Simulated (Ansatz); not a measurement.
`O[CH2][In]([OH])[Cl]`, 9 atoms. The species carries charge 0 and has multiplicity 1. Correlated methods include outer-core shells of In, which these sets cover unevenly. In: def2 effective core potential. All runs use 4 threads of an Arm Neoverse V2 on a shared host. Correlated methods freeze the cores.

(1) Give the basis size and wall time and peak host memory of each of these runs in Ansatz. RHF-CCSD(T)/def2-SVP energy; RKS PBE0-D4/def2-QZVPP energy; direct RPA on PBE orbitals/def2-TZVPP energy; RHF-CCSD(T)/def2-TZVPP energy; RHF-MP2/def2-QZVPP energy; RKS BHLYP-D4/def2-TZVPP energy; RKS PBE0-D4/def2-TZVP relaxation (23 steps); RKS ωB97M-V/def2-SVP energy; RKS B97M-V/def2-TZVPP energy; RKS PBE0-D4/def2-TZVP frequencies; RKS PBE0-D4/def2-SVP energy; RKS ωB97M-V/def2-QZVPP energy. (Best estimate.)

Answers

(1) The calculation gave: Other jobs shared the machine, so times are rough.

| level | job | functions | wall time | peak host memory (GiB) |
| --- | --- | --- | --- | --- |
| RKS PBE0-D4/def2-SVP | energy | 106 | 1.3 s | 0.44 |
| RKS BHLYP-D4/def2-TZVPP | energy | 241 | 3.5 s | 0.69 |
| RKS ωB97M-V/def2-SVP | energy | 106 | 5.5 s | 0.44 |
| direct RPA on PBE orbitals/def2-TZVPP | energy | 241 | 8 s | 0.63 |
| RHF-CCSD(T)/def2-SVP | energy | 106 | 8 s | 0.54 |
| RKS PBE0-D4/def2-QZVPP | energy | 443 | 8 s | 1.6 |
| RKS B97M-V/def2-TZVPP | energy | 241 | 10 s | 0.42 |
| RKS ωB97M-V/def2-QZVPP | energy | 443 | 19 s | 1.9 |
| RHF-MP2/def2-QZVPP | energy | 443 | 19 s | 2.4 |
| RKS PBE0-D4/def2-TZVP | relaxation (23 steps) | 204 | 86 s | 0.59 |
| RKS PBE0-D4/def2-TZVP | frequencies | 204 | 2.4 min | 0.59 |
| RHF-CCSD(T)/def2-TZVPP | energy | 241 | 4 min | 5.2 |
